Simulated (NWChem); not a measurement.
C3H5ClSi; SMILES C=C=C([SiH3])Cl

```xyz
10

C     -0.6351    -2.6028    -0.2101
C     -0.3038    -1.3549    -0.0020
C     -0.0192    -0.0913     0.1956
Si    -1.2552     1.3151     0.0158
Cl     1.6007     0.4032     0.6613
H     -0.5435    -3.0561    -1.2033
H     -1.0088    -3.2339     0.6038
H     -2.5763     0.7474    -0.3801
H     -0.7680     2.2672    -1.0249
H     -1.3708     2.0368     1.3170
```
Atoms are numbered in this order, from 1.

Results from NWChem. Coordinates come from a PBE0/def2-SVP optimisation. Level: PBE0/def2-SVP with SMD (1 M gas to 1 M solution), gas-phase geometry. Reactions with the solvent are ignored.

**Question.** What does the run give for solvent water? Quantities: solvation free energy (kcal/mol); cavity-dispersion-structure term (kcal/mol); dipole in solution (D).

**Answer.** The solvation free energy (kcal/mol) comes out as 2.0, the cavity-dispersion-structure term (kcal/mol) comes out as 4.4 and the dipole in solution (D) is 2.46.
